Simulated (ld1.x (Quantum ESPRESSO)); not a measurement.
## An all-electron radial function and its pseudo partner (zirconium (Zr))

Columns: radius, all-electron u(r) and pseudo u(r) of the 5p shell (level -1.47 eV) of zirconium in the configuration [Kr] 4d2 5s2 5p0; PBE, scalar-relativistic, PAW scheme, ld1.x (Quantum ESPRESSO) 7.5.

| r (bohr) | all-electron | pseudo |
| --- | --- | --- |
| 0.185 | -0.0192 | -0.0026 |
| 0.370 | -0.1095 | -0.0104 |
| 0.555 | 0.0023 | -0.0231 |
| 0.740 | 0.1255 | -0.0405 |
| 0.925 | 0.1891 | -0.0621 |
| 1.110 | 0.1923 | -0.0873 |
| 1.295 | 0.1527 | -0.1156 |
| 1.480 | 0.0886 | -0.1464 |
| 1.665 | 0.0142 | -0.1788 |
| 1.850 | -0.0618 | -0.2124 |
| 2.035 | -0.1341 | -0.2462 |
| 2.220 | -0.2001 | -0.2798 |
| 2.405 | -0.2586 | -0.3124 |
| 2.590 | -0.3095 | -0.3435 |
| 2.775 | -0.3527 | -0.3726 |
| 2.960 | -0.3888 | -0.3990 |
| 3.145 | -0.4180 | -0.4223 |
| 3.330 | -0.4408 | -0.4422 |
| 3.515 | -0.4579 | -0.4581 |
| 3.700 | -0.4697 | -0.4697 |
| 3.885 | -0.4769 | -0.4769 |
| 4.070 | -0.4799 | -0.4799 |
| 4.255 | -0.4795 | -0.4795 |
| 4.440 | -0.4759 | -0.4759 |
| 4.625 | -0.4698 | -0.4698 |
| 4.810 | -0.4617 | -0.4617 |

How many radial nodes do the two functions have?

The all-electron 5p function has n − l − 1 = 3 (the table is too coarse to show those close to the nucleus); the pseudo-wave has 0, since the states of the same l below it are removed with the core.

At about which radius was the pseudo-wave matched?

3.70 bohr, where the columns begin to agree (steps of 0.18 bohr).

Is the pseudo-wave norm-conserving?

No, it belongs to a PAW set: the norm inside the radius is not constrained, and the difference is carried by the augmentation charge.
